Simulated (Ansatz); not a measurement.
`CB1C=C1` and `[CH3][Al]1[CH]=[CH]1` differ in one element.

Ansatz, PBE0-D4/def2-TZVP geometries, multiplicity 1. 

| property | `CB1C=C1` |
| --- | --- |
| HOMO energy (PBE0/def2-TZVPP) / eV | -7.55 |
| HOMO energy (B3LYP/def2-TZVPP) / eV | -7.36 |
| LUMO energy (ωB97M-V/def2-TZVPP) / eV | 2.11 |
| HOMO–LUMO gap (ωB97M-V/def2-TZVPP) / eV | 11.92 |
| size of the dipole moment (B3LYP/def2-TZVPP) / D | 0.50 |
| size of the dipole moment (PBE/def2-TZVPP) / D | 0.48 |

(1) Give the same properties after the change, and the shifts. (Estimate.)

Answers

(1) Ansatz gave: 
```json
{"property": "HOMO energy (PBE0/def2-TZVPP) / eV", "`[CH3][Al]1[CH]=[CH]1`": "-6.24", "shift": "1.31"}
{"property": "HOMO energy (B3LYP/def2-TZVPP) / eV", "`[CH3][Al]1[CH]=[CH]1`": "-6.06", "shift": "1.30"}
{"property": "LUMO energy (ωB97M-V/def2-TZVPP) / eV", "`[CH3][Al]1[CH]=[CH]1`": "1.16", "shift": "-0.95"}
{"property": "HOMO–LUMO gap (ωB97M-V/def2-TZVPP) / eV", "`[CH3][Al]1[CH]=[CH]1`": "9.57", "shift": "-2.35"}
{"property": "size of the dipole moment (B3LYP/def2-TZVPP) / D", "`[CH3][Al]1[CH]=[CH]1`": "1.72", "shift": "1.22"}
{"property": "size of the dipole moment (PBE/def2-TZVPP) / D", "`[CH3][Al]1[CH]=[CH]1`": "1.64", "shift": "1.16"}
```

With PBE0 the HOMO rises by 1.31 eV and the LUMO falls by 0.20 eV, so the gap narrows by about 1.51 eV. PBE moves the HOMO by 1.17 eV and ωB97M-V by 1.39 eV. Dipoles are sizes alone; their direction can turn.

B3LYP here is the variant with VWN-RPA as its local correlation; programs differ in this.
